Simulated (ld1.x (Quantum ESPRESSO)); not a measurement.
## An all-electron radial function and its pseudo partner (boron)

Columns: radius, all-electron u(r) and pseudo u(r) of the 2p shell (level -13.37 eV) of boron in the configuration [He] 2s2 2p0; PBE, non-relativistic, RRKJ scheme, ld1.x (Quantum ESPRESSO) 7.5.

| r (bohr) | all-electron | pseudo |
| --- | --- | --- |
| 0.145 | 0.0636 | 0.0208 |
| 0.290 | 0.1868 | 0.0807 |
| 0.435 | 0.3169 | 0.1723 |
| 0.580 | 0.4332 | 0.2849 |
| 0.725 | 0.5282 | 0.4055 |
| 0.870 | 0.6015 | 0.5215 |
| 1.015 | 0.6559 | 0.6217 |
| 1.160 | 0.6909 | 0.6981 |
| 1.305 | 0.7085 | 0.7466 |
| 1.450 | 0.7108 | 0.7668 |
| 1.595 | 0.7008 | 0.7619 |
| 1.740 | 0.6811 | 0.7372 |
| 1.885 | 0.6541 | 0.6990 |
| 2.030 | 0.6220 | 0.6536 |
| 2.175 | 0.5867 | 0.6059 |
| 2.320 | 0.5495 | 0.5594 |
| 2.465 | 0.5118 | 0.5157 |
| 2.610 | 0.4743 | 0.4754 |
| 2.755 | 0.4377 | 0.4379 |
| 2.900 | 0.4025 | 0.4025 |
| 3.045 | 0.3690 | 0.3690 |
| 3.190 | 0.3373 | 0.3373 |
| 3.335 | 0.3074 | 0.3074 |
| 3.480 | 0.2795 | 0.2795 |
| 3.625 | 0.2535 | 0.2535 |
| 3.770 | 0.2295 | 0.2295 |

**Question.** How many radial nodes do the two functions have?

**Answer.** The all-electron 2p function has n − l − 1 = 0; the pseudo-wave has 0.

**Question.** At about which radius was the pseudo-wave matched?

**Answer.** 2.90 bohr, where the columns begin to agree (steps of 0.14 bohr).

**Question.** Is the pseudo-wave norm-conserving?

**Answer.** Yes: the RRKJ scheme keeps the norm inside the radius equal to the all-electron one, which fixes the energy derivative of the logarithmic derivative at the level.
